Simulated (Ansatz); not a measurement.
H₃BBr₂Si, SMILES `[SiH3]B(Br)Br` with one electron removed (charge 1, multiplicity 2), frozen-core CCSD(T)/cc-pVTZ // PBE-D3(BJ)/def2-TZVP in Ansatz (a first-principles code). The calculation was stopped at its time limit.

Ansatz 0.2 input:
```yaml
crystal:
  periodic: [false, false, false]
  atoms:
    - { symbol: Si, position_ang: [-0.911472, -0.107027, 0.09627] }
    - { symbol: B, position_ang: [1.077028, 0.109345, -0.156852] }
    - { symbol: Br, position_ang: [1.857725, 1.858463, -0.129537] }
    - { symbol: Br, position_ang: [2.218524, -1.411969, -0.377343] }
    - { symbol: H, position_ang: [-1.653992, 0.972642, -0.625441] }
    - { symbol: H, position_ang: [-1.20093, 0.024255, 1.561484] }
    - { symbol: H, position_ang: [-1.386883, -1.44571, -0.368582] }
basis:
  gaussian: { orbitals: cc-pVTZ }
correlation:
  method: ccsd_t
total_charge: 1
magnetization:
  spin_polarized: true
  initial_magnetization: 1
```

The last lines of the output:

```
determinant -148574.24814459 eV, -5460.0029120713 hartree, with singles and doubles -148593.32860340 eV, -5460.7041059992 hartree
determinant -148574.24120998 eV, -5460.0026572291 hartree, with singles and doubles -148593.31900435 eV, -5460.7037532407 hartree
determinant -148574.17097420 eV, -5460.0000761115 hartree, with singles and doubles -148593.44078188 eV, -5460.7082284822 hartree
determinant -148574.16900910 eV, -5460.0000038958 hartree, with singles and doubles -148593.43969770 eV, -5460.7081886394 hartree
determinant -148573.71919900 eV, -5459.9834736795 hartree, with singles and doubles -148592.94150118 eV, -5460.6898802553 hartree
determinant -148573.59432553 eV, -5459.9788846641 hartree, with singles and doubles -148592.39381170 eV, -5460.6697530378 hartree
determinant -148573.57684635 eV, -5459.9782423161 hartree, with singles and doubles -148592.38210883 eV, -5460.6693229656 hartree
determinant -148573.49664666 eV, -5459.9752950315 hartree, with singles and doubles -148592.48293400 eV, -5460.6730282223 hartree
determinant -148572.13174983 eV, -5459.9251359984 hartree, with singles and doubles -148591.26729739 eV, -5460.6283544005 hartree
determinant -148572.01885016 eV, -5459.9209870121 hartree, with singles and doubles -148591.34499210 eV, -5460.6312096284 hartree
determinant -148571.89644351 eV, -5459.9164886508 hartree, with singles and doubles -148591.29003929 eV, -5460.6291901501 hartree
determinant -148574.24814459 eV, -5460.0029120713 hartree, with singles and doubles -148593.17463652 eV, -5460.6984478210 hartree
determinant -148574.24120998 eV, -5460.0026572291 hartree, with singles and doubles -148593.16663522 eV, -5460.6981537784 hartree
determinant -148574.17097420 eV, -5460.0000761115 hartree, with singles and doubles -148593.30308850 eV, -5460.7031683439 hartree
determinant -148574.16900910 eV, -5460.0000038958 hartree, with singles and doubles -148593.29816906 eV, -5460.7029875581 hartree
determinant -148573.71919900 eV, -5459.9834736795 hartree, with singles and doubles -148592.79465822 eV, -5460.6844838760 hartree
determinant -148574.24814459 eV, -5460.0029120713 hartree, with singles and doubles -148593.27280530 eV, -5460.7020554570 hartree
determinant -148574.24120998 eV, -5460.0026572291 hartree, with singles and doubles -148593.26971439 eV, -5460.7019418682 hartree
```
